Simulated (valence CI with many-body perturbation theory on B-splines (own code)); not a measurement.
**E1 line list for Ru30+**

Method: configuration interaction combined with many-body perturbation theory (CI+MBPT): four valence electrons over a frozen Dirac-Fock core [Ne], radial functions for each j: 11 s, 11 p, 9 d, 7 f, 5 g, 2 h, 1 i, with the one-electron correlation potential Σ1 (screened to all orders), the two-electron term Σ2, the three-electron term Σ3, Breit, model QED; selected single and double excitations, second order for the rest (own B-spline code, finite nucleus).

The last digits are not significant, and no measured levels were compared; by estimate large intervals hold to a few tenths of a per cent, small ones and those within an open d or f shell to about a per cent.

Lines 151 to 200 of 229 in falling wavelength, among levels below 287.06 eV, chosen from the strongest by gf and those to the six lowest levels. Wavelengths and rates use the calculated energies. Electric multipoles are in the length gauge, E1 and E2 with the static RPA response of the core. Weak lines are less certain than strong ones. Lines between different terms over intervals too small for the method are left out, as are lines whose strength nearly cancels. The highest levels of a list are the least certain.

Levels are named by their leading jj configuration (3d3/2^4 stands for four electrons in 3d with j = 3/2), which in mixed levels can hold well under half, so a name can repeat and another be missing. Letters in brackets count levels of one name in rising energy.

```tsv
λ vac (nm)	Upper	Lower	A (s⁻¹)	S (a.u.) with core polarisation	S without
8.937	(3s^2 3p3/2 3d5/2) J=3	(3s^2 3p3/2^2) J=2	1.50e+11	3.69e-01	3.78e-01
8.931	(3p3/2^4) J=0	(3s 3p1/2 3p3/2^2) J=1 [a]	6.95e+10	2.44e-02	2.50e-02
8.862	(3s 3p1/2 3p3/2 3d3/2) J=2 [b]	(3s 3p1/2^2 3p3/2) J=2	1.16e+10	1.99e-02	2.04e-02
8.819	(3s 3p3/2^3) J=2	(3s^2 3p1/2 3p3/2) J=1	1.69e+10	2.85e-02	2.92e-02
8.810	(3s 3p1/2 3p3/2 3d3/2) J=2 [e]	(3s^2 3p1/2 3d3/2) J=2	3.27e+10	5.52e-02	5.65e-02
8.805	(3s 3p1/2 3p3/2 3d5/2) J=2 [e]	(3s 3p1/2 3p3/2^2) J=1 [a]	7.15e+09	1.20e-02	1.23e-02
8.708	(3s 3p3/2^2 3d5/2) J=4	(3s 3p1/2 3p3/2^2) J=3	2.00e+10	5.87e-02	6.00e-02
8.704	(3s 3p1/2 3p3/2 3d5/2) J=3 [c]	(3s 3p1/2 3p3/2^2) J=2 [a]	5.48e+10	1.25e-01	1.28e-01
8.612	(3s 3p1/2 3p3/2^2) J=1 [a]	(3s^2 3p1/2^2) J=0	1.97e+10	1.86e-02	1.91e-02
8.599	(3s 3p3/2^2 3d3/2) J=1 [b]	(3s 3p1/2 3p3/2^2) J=0	1.48e+10	1.39e-02	1.42e-02
8.578	(3s 3p1/2 3p3/2 3d5/2) J=2 [d]	(3s^2 3p1/2 3d3/2) J=2	1.05e+10	1.63e-02	1.67e-02
8.554	(3s 3p3/2^2 3d3/2) J=3	(3s^2 3p1/2 3d3/2) J=2	7.74e+09	1.67e-02	1.71e-02
8.527	(3s 3p1/2 3p3/2 3d5/2) J=1 [a]	(3s 3p1/2^2 3p3/2) J=2	7.20e+06	6.61e-06	6.91e-06
8.513	(3s 3p1/2 3p3/2 3d5/2) J=3 [d]	(3s 3p1/2 3p3/2^2) J=2 [a]	1.97e+10	4.20e-02	4.29e-02
8.508	(3s 3p1/2 3p3/2 3d3/2) J=1 [c]	(3s 3p1/2^2 3p3/2) J=1	9.41e+10	8.58e-02	8.78e-02
8.471	(3s 3p1/2 3p3/2 3d5/2) J=2 [a]	(3s 3p1/2^2 3p3/2) J=2	2.42e+09	3.63e-03	3.71e-03
8.459	(3s^2 3p3/2 3d5/2) J=1	(3s^2 3p3/2^2) J=2	2.20e+10	1.97e-02	2.02e-02
8.415	(3s 3p1/2 3p3/2 3d5/2) J=3 [e]	(3s 3p1/2 3p3/2^2) J=3	2.29e+10	4.71e-02	4.82e-02
8.407	(3s 3p3/2^2 3d3/2) J=2	(3s 3p1/2 3p3/2^2) J=3	2.50e+10	3.67e-02	3.76e-02
8.343	(3s 3p1/2 3p3/2 3d5/2) J=3 [a]	(3s 3p1/2^2 3p3/2) J=2	7.78e+10	1.56e-01	1.60e-01
8.297	(3s 3p1/2 3p3/2 3d5/2) J=2 [e]	(3s^2 3p1/2 3d3/2) J=2	1.41e+10	1.99e-02	2.04e-02
8.292	(3s 3p3/2^2 3d3/2) J=3	(3s 3p1/2 3p3/2^2) J=3	8.71e+10	1.72e-01	1.76e-01
8.216	(3s^2 3p3/2 3d3/2) J=1	(3s^2 3p1/2 3p3/2) J=2	1.65e+10	1.35e-02	1.39e-02
8.184	(3s 3p1/2 3p3/2 3d5/2) J=2 [c]	(3s 3p1/2 3p3/2^2) J=2 [a]	2.37e+10	3.21e-02	3.28e-02
8.162	(3s 3p1/2 3p3/2 3d3/2) J=2 [c]	(3s 3p1/2^2 3p3/2) J=2	3.05e+09	4.09e-03	4.19e-03
8.122	(3s^2 3p3/2 3d3/2) J=2	(3s^2 3p1/2 3p3/2) J=2	1.61e+11	2.12e-01	2.17e-01
8.116	(3s 3p1/2 3p3/2 3d5/2) J=1 [c]	(3s 3p1/2 3p3/2^2) J=2 [a]	2.17e+10	1.72e-02	1.76e-02
8.113	(3s 3p1/2 3p3/2 3d3/2) J=2 [e]	(3s 3p1/2 3p3/2^2) J=2 [a]	1.02e+10	1.34e-02	1.37e-02
8.064	(3s 3p1/2 3p3/2 3d3/2) J=2 [d]	(3s 3p1/2^2 3p3/2) J=2	1.50e+11	1.94e-01	1.99e-01
8.054	(3s^2 3p3/2 3d3/2) J=3	(3s^2 3p1/2 3p3/2) J=2	1.78e+11	3.21e-01	3.28e-01
8.050	(3s 3p1/2 3p3/2 3d5/2) J=2 [e]	(3s 3p1/2 3p3/2^2) J=3	1.26e+10	1.63e-02	1.66e-02
8.034	(3s 3p1/2 3p3/2 3d3/2) J=1 [d]	(3s 3p1/2^2 3p3/2) J=1	9.10e+10	6.98e-02	7.15e-02
8.018	(3s 3p1/2 3p3/2 3d5/2) J=3 [b]	(3s 3p1/2^2 3p3/2) J=2	4.17e+10	7.43e-02	7.60e-02
8.007	(3s 3p1/2 3p3/2 3d3/2) J=1 [b]	(3s 3p1/2^2 3p3/2) J=2	1.71e+11	1.30e-01	1.33e-01
8.001	(3s 3p3/2^2 3d3/2) J=1 [a]	(3s 3p1/2 3p3/2^2) J=2 [a]	9.56e+10	7.25e-02	7.42e-02
8.000	(3s 3p3/2^2 3d3/2) J=2	(3s 3p1/2 3p3/2^2) J=2 [a]	5.11e+10	6.46e-02	6.61e-02
7.984	(3s 3p1/2 3p3/2^2) J=1 [b]	(3s^2 3p1/2^2) J=0	1.09e+11	8.20e-02	8.40e-02
7.966	(3s^2 3p3/2 3d3/2) J=1	(3s^2 3p1/2 3p3/2) J=1	1.69e+11	1.26e-01	1.29e-01
7.916	(3s 3p1/2 3p3/2 3d5/2) J=2 [d]	(3s 3p1/2 3p3/2^2) J=2 [a]	7.12e+09	8.72e-03	8.92e-03
7.896	(3s 3p3/2^2 3d3/2) J=3	(3s 3p1/2 3p3/2^2) J=2 [a]	6.42e+10	1.09e-01	1.12e-01
7.878	(3s^2 3p3/2 3d3/2) J=2	(3s^2 3p1/2 3p3/2) J=1	9.02e+10	1.09e-01	1.11e-01
7.867	(3s 3p1/2 3p3/2 3d3/2) J=0 [c]	(3s 3p1/2^2 3p3/2) J=1	1.05e+11	2.52e-02	2.57e-02
7.808	(3s^2 3p3/2 3d3/2) J=0	(3s^2 3p1/2 3p3/2) J=1	1.82e+11	4.28e-02	4.38e-02
7.783	(3s 3p1/2 3p3/2 3d5/2) J=2 [b]	(3s 3p1/2^2 3p3/2) J=2	3.36e+10	3.91e-02	4.00e-02
7.706	(3s 3p1/2 3p3/2 3d3/2) J=3 [b]	(3s 3p1/2^2 3p3/2) J=2	8.45e+08	1.34e-03	1.37e-03
7.704	(3s 3p1/2 3p3/2 3d5/2) J=2 [c]	(3s 3p1/2^2 3p3/2) J=1	2.20e+10	2.49e-02	2.54e-02
7.692	(3s 3p3/2^3) J=1	(3s^2 3p1/2 3p3/2) J=2	1.74e+10	1.17e-02	1.20e-02
7.688	(3s^2 3p1/2 3d3/2) J=1	(3s^2 3p1/2^2) J=0	1.22e+11	8.22e-02	8.41e-02
7.679	(3s 3p1/2 3p3/2 3d3/2) J=1 [c]	(3s 3p1/2^2 3p3/2) J=2	9.79e+08	6.57e-04	6.72e-04
7.676	(3s 3p1/2 3p3/2 3d5/2) J=2 [e]	(3s 3p1/2 3p3/2^2) J=2 [a]	2.59e+10	2.89e-02	2.96e-02
```
